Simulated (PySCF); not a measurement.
Potential energy curve for H2S2, SMILES SS. The S1–S3 bond (S1 also carries H; S3 carries H) is pulled apart rigidly from the PBE0/def2-TZVP optimised geometry. Each curve is given relative to its own lowest point near equilibrium.

```tsv
R / Å	A	B	C	D
1.54	235.1	233.0	234.8	222.3
1.64	145.7	143.7	145.4	134.1
1.72	96.7	94.8	96.4	86.3
1.83	52.0	50.2	51.7	43.4
1.91	31.1	29.6	30.9	24.0
1.97	20.1	18.7	19.9	14.1
2.05	10.1	9.0	9.9	5.6
2.10	6.0	5.0	5.8	2.5
2.18	1.8	1.3	1.7	0.0
2.27	0.0	0.0	0.0	0.1
2.40	0.8	6.4	1.0	3.4
2.52	3.7	15.0	4.3	5.6
2.79	13.0	24.3	14.4	7.7
3.06	21.4	28.0	23.5	8.5
3.35	27.3	29.8	29.3	8.9
3.64	29.9	30.7	31.5	9.2
4.13	30.5	31.3	32.6	9.4
4.53	29.6	31.5	32.8	9.5
5.00	29.0	31.7	33.0	9.6
5.54	29.0	31.8	33.1	9.7
6.09	29.0	31.8	33.2	9.7
7.10	28.9	31.9	33.2	9.8
```

Energies in kcal/mol.

**Question.** Match the curves with the methods CCSD(T) on RHF/6-31G, 10 core orbitals frozen run with PySCF; CCSD on UHF/6-31G, 10 core orbitals frozen (PySCF 2.14.0); PySCF with UHF/6-31G; MP2 on UHF/6-31G, 10 core orbitals frozen in PySCF.

**Answer.** A is RCCSD(T); B is UMP2; C is UCCSD; D is UHF.

The unrestricted determinant behind UCCSD, UHF, UMP2 is spin-contaminated at 2.40 to 7.10 Å (<S²> up to 1.0, against 0.00 for a pure singlet). The T1 diagnostic of CCSD on the restricted reference of RCCSD(T) exceeds 0.045 at 4.13 to 5.54 Å.
